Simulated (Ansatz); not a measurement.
One geometry of AlCl₃, several levels of theory.

```yaml
crystal:
  periodic: [false, false, false]
  atoms:
    - {symbol: Al, position_ang: [1.476787, 0.453446, -0.345958]}
    - {symbol: Cl, position_ang: [-1.672886, -0.513714, 0.392127]}
    - {symbol: Cl, position_ang: [0.589728, -0.282763, 1.667691]}
    - {symbol: Cl, position_ang: [-0.393628, 0.343031, -1.713849]}
basis:
  gaussian: {orbitals: def2-TZVP, initial_orbitals: start.molden}
magnetization: {spin_polarized: true, initial_magnetization: 4}
hamiltonian: {xc: {name: wB97M-V}}
scf: {omitted_lower_state_checks: [starts]}
output: {orbitals: {seedname: orbitals}}
```

The file start.molden holds the orbitals of an earlier run on this structure, at another level or in another basis.

```sh
$ ansatz run in.yaml --threads 2 --pin off --events-out ev --progress --plain --max-ram 4352MiB
```

It prints (some lines left out):

```
Functional definition: wB97M-V
1048 factors; their error is unknown
185 factors; integrals over basis functions are off by at most 5.2e-5 eV
mean field evaluation 1: about -44159.9519 eV, gradient 1.0e1 eV
mean field evaluation 2: about -44160.0553 eV, gradient 1.7e-1 eV
mean field evaluation 4: about -44160.1300 eV, gradient 4.0e-4 eV
mean field evaluation 8: about -44160.1300 eV, gradient 1.9e-5 eV
mean field -44160.12996716 eV, -1622.8548434820 hartree, gradient 1.9e-5 eV, S^2 6.007672; 0 other end points of the search recorded, 0 dependent functions left out
reference -44160.13000499 eV, -1622.8548448724 hartree; 34, 30 occupied and 114, 118 virtual orbitals, 1048 factors
Total energy: -44160.13000499 eV, -1622.8548448724 hartree
Checks for a lower state left out: starts
```

Run time 16 s (2 threads of Arm Neoverse V2 on a shared host), peak host memory 0.67 GiB.

First input, but with `hamiltonian: {xc: {name: revPBE}, dispersion: d4}` (abridged; 3.1 s):

```
Functional definition: revPBE
mean field -44154.96843959 eV, -1622.6651608423 hartree, gradient 1.1e-5 eV, S^2 6.004713
Total energy: -44155.38845400 eV, -1622.6805960874 hartree
Checks for a lower state left out: starts
```

As the first input, with `hamiltonian: {xc: pbe0, dispersion: d4}` (abridged; 5.5 s):

```
Functional definition: PBE0
mean field -44147.55409735 eV, -1622.3926887905 hartree, gradient 6.0e-6 eV, S^2 6.009048
Total energy: -44147.70011066 eV, -1622.3980546808 hartree
Checks for a lower state left out: starts
```

The first input with `hamiltonian: {xc: r2scan, dispersion: d4}` (abridged; 8 s):

```
Functional definition: r2SCAN
mean field -44160.10841730 eV, -1622.8540515392 hartree, gradient 1.7e-5 eV, S^2 6.009725
Total energy: -44160.14381305 eV, -1622.8553523089 hartree
Checks for a lower state left out: starts
```

The first input with `hamiltonian: {xc: pbe, dispersion: d4}` (abridged; 3.1 s):

```
Functional definition: PBE
mean field -44144.31299622 eV, -1622.2735805211 hartree, gradient 2.3e-5 eV, S^2 6.004132
Total energy: -44144.48453739 eV, -1622.2798845428 hartree
Checks for a lower state left out: starts
```

First input, but with `correlation: {method: mp2}` and without the key `hamiltonian` (abridged; 3.7 s):

```
Functional definition: HF
mean field evaluation 16: about -44092.1618 eV, gradient 2.0e-6 eV
mean field -44092.16181742 eV, -1620.3570600494 hartree, gradient 3.4e-6 eV, S^2 6.040029
20 core orbitals not correlated: weight in the atoms' cores, before any rotation towards them, 1.000 or more for the frozen orbitals, at most 0.000 for the correlated occupied ones
second order -15.86220612 eV of doubles, -0.00000000 eV of singles
Total energy: -44108.02402354 eV, -1620.9399853726 hartree
Checks for a lower state left out: starts
```

Geometry: B3LYP-D4/def2-TZVP.

Correlated methods freeze 20 core orbitals. In the quintet, Cl2 and Cl3 lie 2.61 Å apart, Cl2 and Cl4 lie 2.61 Å apart (atoms count from 1), so these atoms are partly bonded to each other. At PBE0-D4/def2-TZVP a singlet of charge 0 lies 9.10 eV below the quintet, each at its own geometry. The structure comes from a short search, and lower isomers may exist.
